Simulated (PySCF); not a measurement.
Compound: C4H5F3O.
SMILES with atom numbers: `[CH3:1][O:2]/[C:3]([F:4])=[CH:5]/[CH:6]([F:7])[F:8]` (hydrogens: H9, H10, H11 on C1; H12 on C5; H13 on C6)

Structure used (GFN2-xTB), in Å, numbered top down from 1:
```xyz
13
C4H5F3O angstrom
C      2.467   -0.337   -0.369
O      1.286    0.411   -0.629
C      0.159    0.017   -0.055
F      0.271   -1.076    0.724
C     -1.015    0.623   -0.208
C     -2.264    0.153    0.452
F     -2.800    1.128    1.235
F     -3.224   -0.135   -0.468
H      3.254    0.160   -0.932
H      2.361   -1.370   -0.709
H      2.711   -0.330    0.696
H     -1.087    1.496   -0.833
H     -2.124   -0.740    1.079
```

The closed-shell SCF was solved with PySCF and density fitting under several settings on one GFN2-xTB geometry (grid level 2 and gas phase unless stated).

```csv
settings,basis functions,SCF cycles,E (Eh),HOMO (eV),LUMO (eV),dipole (D)
PBE0/pcSseg-1,161,13,-529.5576,-7.22,0.29,4.44
PBE0/def2-SVPD,212,13,-529.2416,-7.33,0.10,4.38
PBE0/pcSseg-0,82,12,-528.3717,-7.35,0.14,4.75
```

Task: Estimate the rows for these settings: (1) PBE0/Sadlej pVTZ, energy threshold 1e-11 Eh, start guess huckel; (2) LC-wPBE/pcSseg-1.

Result: 
```
                                                       settings  basis functions  SCF cycles     E (Eh)  HOMO (eV)  LUMO (eV)  dipole (D)
PBE0/Sadlej pVTZ, energy threshold 1e-11 Eh, start guess huckel              237          16  -529.7626      -7.24      -0.27        4.33
                                               LC-wPBE/pcSseg-1              161          13  -529.8023      -9.88       2.63        4.47
```

Task: Over all rows, what range does the HOMO–LUMO gap span?

Result: From 6.97 eV (PBE0/Sadlej pVTZ, energy threshold 1e-11 Eh, start guess huckel) to 12.51 eV (LC-wPBE/pcSseg-1). The functional of the narrowest has 25 % exact exchange, that of the widest range-separated exact exchange.

Task: And the dipole moment?

Result: From 4.33 D (PBE0/Sadlej pVTZ, energy threshold 1e-11 Eh, start guess huckel) to 4.75 D (PBE0/pcSseg-0); the largest is 1.10 times the smallest, and the median is 4.44 D.

Task: Compare two rows with the functional PBE0: PBE0/pcSseg-1 and PBE0/def2-SVPD. Which energy is lower, and by how much?

Result: PBE0/pcSseg-1 (161 functions) lies 0.3160 Eh or 198 kcal/mol below PBE0/def2-SVPD (212 functions). The smaller set gives the lower energy; the two sets aren't nested, so the variational bound doesn't order them by size.

Whole jobs, the steps after the SCF included, on an Intel Xeon at 2.70 GHz with one thread, on a shared host:

| settings | work after the SCF | wall time | peak memory |
| --- | --- | --- | --- |
| PBE0/pcSseg-1 | shieldings, charges and field gradients | 28 s | 0.73 GiB |
| PBE0/def2-SVPD | 6 singlets by full TDDFT, 2 Tamm–Dancoff triplets, polarisability | 47 s | 0.85 GiB |
| PBE0/pcSseg-0 | shieldings, charges and field gradients | 10 s | 0.49 GiB |
| PBE0/Sadlej pVTZ, energy threshold 1e-11 Eh, start guess huckel | spin–spin couplings from 12 perturbed nuclei, spin–dipole term for 3 of them | 90 s | 0.95 GiB |
| LC-wPBE/pcSseg-1 | shieldings, charges and field gradients | 47 s | 0.75 GiB |

Cycle counts include a coarse-grid stage where the run had one.

One conformer stands for the species.
